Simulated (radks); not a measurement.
Q: The mean radii <r> (bohr) of the occupied orbitals of an atom or ion are listed with their occupations. All-electron calculation, Dirac Kohn-Sham, PBE, spin-unpolarised, spherical densities, finite nucleus; Fermi nuclear charge, rms radius of each element as measured or else 0.836 A^(1/3) + 0.57 fm. Program: a radial shooting solver on a logarithmic mesh with Libxc functionals.

| orbital | occ. | <r> |
|---|---|---|
| 1s1/2 | 2 | 0.02722 |
| 2s1/2 | 2 | 0.1167 |
| 2p1/2 | 2 | 0.09844 |
| 2p3/2 | 4 | 0.1041 |
| 3s1/2 | 2 | 0.3128 |
| 3p1/2 | 2 | 0.3029 |
| 3p3/2 | 4 | 0.3143 |
| 3d3/2 | 4 | 0.2847 |
| 3d5/2 | 6 | 0.2883 |
| 4s1/2 | 2 | 0.7064 |
| 4p1/2 | 2 | 0.7258 |
| 4p3/2 | 4 | 0.7472 |
| 4d3/2 | 4 | 0.7911 |

Name the element and its charge. Open shells, if any, fill j = l - 1/2 first.

A: Z = 53, iodine, charge +13: I13+ in [Kr] 4d4. The 1s radius gives Z: for a bare nucleus <r> = (2 gamma + 1)/(2Z) with gamma = sqrt(1 - (Z/c)^2), 0.02683 bohr for Z = 53, and screening makes it slightly larger (0.02722 here). The occupations add up to 40, and the charge is Z minus that.
